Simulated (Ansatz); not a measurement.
Ansatz (a first-principles code) input (CCSD(T)/aug-cc-pV(D+d)Z):
A basis named .json is the Basis Set Exchange file of that set.

Ansatz 0.2 input:
```yaml
crystal:
  periodic: [false, false, false]
  atoms:
    - {symbol: C, position_ang: [-2.26163585, 0.00599580, -0.66659812]}
    - {symbol: C, position_ang: [-1.17511488, -0.64352927, -0.18132495]}
    - {symbol: C, position_ang: [0.15782241, -0.30518451, -0.68231791]}
    - {symbol: Cl, position_ang: [1.36016912, 0.48665590, 0.66472698]}
    - {symbol: H, position_ang: [-3.17727422, -0.46858680, -0.24822704]}
    - {symbol: H, position_ang: [-1.17630929, -1.47493574, 0.54328746]}
    - {symbol: H, position_ang: [0.11424523, 0.46980119, -1.44108610]}
    - {symbol: H, position_ang: [0.79003334, -1.14312096, -0.97288706]}
basis:
  gaussian:
    orbitals: aug-cc-pV_D+d_Z.json
total_charge: -1
magnetization: {spin_polarized: false}
correlation: {method: ccsd_t, electrons: outside_noble_gas}
output: {forces: true}
```

End of the output:

```
densities: 1.74 GiB planned
second order -15.94987195 eV of doubles, -0.00000000 eV of singles
coupled cluster: 0.95 GiB planned
cycle   1  -16.55560911 eV  change   -6.1e-1 eV  update   1.1e-1
cycle   2  -17.00673155 eV  change   -4.5e-1 eV  update   3.3e-2
cycle   3  -17.12028638 eV  change   -1.1e-1 eV  update   2.0e-2
cycle   4  -17.11766331 eV  change    2.6e-3 eV  update   7.7e-3
cycle   5  -17.11394885 eV  change    3.7e-3 eV  update   4.9e-3
cycle   6  -17.11461152 eV  change   -6.6e-4 eV  update   2.2e-3
cycle   7  -17.11472572 eV  change   -1.1e-4 eV  update   1.1e-3
cycle   8  -17.11469791 eV  change    2.8e-5 eV  update   5.0e-4
cycle   9  -17.11481131 eV  change   -1.1e-4 eV  update   2.3e-4
cycle  10  -17.11482211 eV  change   -1.1e-5 eV  update   1.1e-4
cycle  11  -17.11476932 eV  change    5.3e-5 eV  update   5.8e-5
cycle  12  -17.11478773 eV  change   -1.8e-5 eV  update   3.0e-5
cycle  13  -17.11479681 eV  change   -9.1e-6 eV  update   1.5e-5
cycle  14  -17.11480716 eV  change   -1.0e-5 eV  update   7.8e-6
cycle  15  -17.11481384 eV  change   -6.7e-6 eV  update   3.7e-6
perturbative correction -0.73054567 eV, -0.0268470580 hartree
the calculation of the forces begins
Total energy: -15674.35965263 eV, -576.0220927715 hartree
Atom 0 at    -2.261636     0.005996    -0.666598 Å, force    -0.804538     0.770212    -0.646113 eV/Å
Atom 1 at    -1.175115    -0.643529    -0.181325 Å, force     0.511327    -0.487481     0.568360 eV/Å
Atom 2 at     0.157822    -0.305185    -0.682318 Å, force     0.710551     0.309725     0.297042 eV/Å
Atom 3 at     1.360169     0.486656     0.664727 Å, force    -0.226606    -0.115366    -0.152443 eV/Å
Atom 4 at    -3.177274    -0.468587    -0.248227 Å, force    -0.386381    -0.147829     0.155967 eV/Å
Atom 5 at    -1.176309    -1.474936     0.543287 Å, force    -0.059447    -0.324210     0.293880 eV/Å
Atom 6 at     0.114245     0.469801    -1.441086 Å, force    -0.011587     0.403249    -0.363328 eV/Å
Atom 7 at     0.790033    -1.143121    -0.972887 Å, force     0.266681    -0.408300    -0.153365 eV/Å
Dipole moment:     1.057336    -0.400795     0.309016 e Å
```

It need not be the lowest isomer of its formula. Whether it binds its extra electron was not tested at this geometry.
